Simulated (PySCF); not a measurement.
Structure with atom numbers: `[CH:1]#[C:2][BH:3][CH:4]=[CH2:5]`; H(Xn) means a hydrogen on atom n. Ha(C5) is cis to B3; Hb(C5) is trans to B3.

Geometry: PBE0-D3(BJ)/def2-SVP; GIAO absolute shieldings from PySCF, gas phase, non-relativistic, averaged over equivalent atoms.

At PBE0/cc-pVDZ (95 basis functions, 5.9 s wall time on 1 thread of an Arm Neoverse V1, shared host):
| atoms | σ (ppm) |
| --- | --- |
| C5 | 46.2 |
| C4 | 55.0 |
| C1 | 77.9 |
| C2 | 106.8 |
| B3 | 57.9 |
| H(C4) | 24.08 |
| Ha(C5) | 24.11 |
| Hb(C5) | 24.56 |
| H(B3) | 25.08 |
| H(C1) | 26.91 |

Predict the values at PBE0/pcSseg-1 on the same geometry.

## Answers


```csv
atoms,σ at PBE0/pcSseg-1,change
C5,25.1,-21.1
C4,34.1,-20.9
C1,57.2,-20.7
C2,87.6,-19.2
B3,45.1,-12.8
H(C4),24.04,-0.04
Ha(C5),24.07,-0.04
Hb(C5),24.44,-0.12
H(B3),25.14,+0.06
H(C1),26.80,-0.11
```

The largest change is at C5 (terminal =CH2 carbon). Cost: 110 basis functions, 9.8 s wall time on 1 thread of an Arm Neoverse N1, shared host. The order of the carbon signals is the same at both levels.

A carbon bonded to boron is broadened by the quadrupolar boron nucleus and is often missing from a measured spectrum.
